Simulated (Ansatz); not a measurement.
```yaml
crystal:
  periodic: [false, false, false]
  atoms:
    - {symbol: In, position_ang: [-1.104379, 0.918772, 1.935639]}
    - {symbol: In, position_ang: [1.545156, 0.267817, -1.830629]}
    - {symbol: Sn, position_ang: [-0.440777, -1.186589, -0.105011]}
basis:
  gaussian: {orbitals: def2-TZVP, initial_orbitals: start.molden}
hamiltonian: {xc: pbe}
correlation: {method: rpa}
scf: {omitted_lower_state_checks: [starts]}
```

The file start.molden holds the orbitals of an earlier run on this structure, at another level or in another basis.

```sh
$ ansatz run in.yaml --threads 4 --pin off --events-out ev --progress --plain --max-ram 3916MiB
```

Shortened log:

```
Functional definition: PBE
1464 factors; integrals over basis functions are off by at most 3.7e-4 eV
mean field evaluation 1: about -16179.8946 eV, gradient 6.6e0 eV
mean field evaluation 2: about -16179.9921 eV, gradient 1.2e-1 eV
mean field evaluation 4: about -16179.9868 eV, gradient 1.5e-3 eV
mean field evaluation 8: about -16179.9868 eV, gradient 7.7e-7 eV
mean field -16179.98682377 eV, -594.6035485845 hartree, gradient 1.5e-6 eV, S^2 0.000000; 0 other end points of the search recorded, 0 dependent functions left out; unrestricted orbitals would lower it
mean field evaluation 16: about -16103.8452 eV, gradient 1.9e0 eV
12 core orbitals not correlated: weight in the atoms' cores, before any rotation towards them, 1.000 or more for the frozen orbitals, at most 0.000 for the correlated occupied ones
reference -16102.21400247 eV, -591.7454501180 hartree; 20, 20 occupied and 118, 118 virtual orbitals, 1464 factors
Error: the energy between an occupied orbital and the lowest state that it is excited into in its spin channel is -0.2231 eV and must be positive: a state without a gap has no random-phase energy
```

(1) Can the result of this run be used?

Results:

(1) No. The run stopped with an error. The reference has no gap: an occupied orbital lies above an empty one, and the correlation energy can't be formed.
